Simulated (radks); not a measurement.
The nuclear charge of the silver ion Ag2+ is varied continuously with 45 electrons held in [Kr] 4d9. Calculated with a radial shooting solver on a logarithmic mesh with Libxc functionals: scalar-relativistic Kohn-Sham, r2SCAN, spin-unpolarised, spherical densities, finite nucleus; meta-GGA in the generalised Kohn-Sham scheme; Fermi nuclear charge, rms radius 4.5454 fm. By the Hellmann-Feynman theorem dE/dZ = E(electron-nucleus)/Z, the electronic potential at the nucleus (averaged over a nucleus of fixed radius). The scalar-relativistic energy here is not variational (the density holds large components alone), so the two differ by a part that grows with Z.

Z,E (hartree),E(electron-nucleus)/Z (hartree),HOMO,e(HOMO) (eV),<r> HOMO (bohr)
46.5,-5179.87021,-268.640,4d,-21.550,1.370
46.6,-5206.85081,-269.430,4d,-23.008,1.356
46.7,-5233.91105,-270.221,4d,-24.494,1.342
46.8,-5261.05093,-271.011,4d,-26.007,1.328
46.9,-5288.27044,-271.802,4d,-27.547,1.315
47,-5315.56960,-272.592,4d,-29.114,1.302
47.1,-5342.94841,-273.382,4d,-30.707,1.290
47.2,-5370.40688,-274.173,4d,-32.326,1.278
47.3,-5397.94502,-274.963,4d,-33.970,1.266
47.4,-5425.56284,-275.754,4d,-35.640,1.255
47.5,-5453.26036,-276.545,4d,-37.334,1.243
47.6,-5481.03757,-277.335,4d,-39.053,1.233
47.7,-5508.89451,-278.126,4d,-40.796,1.222
47.8,-5536.83119,-278.917,4d,-42.563,1.212
47.9,-5564.84762,-279.709,4d,-44.354,1.202
48,-5592.94382,-280.500,4d,-46.169,1.192

The central difference of E at Z = 47 is -273.390 hartree, to compare with the third column; the second derivative is -7.97 hartree.
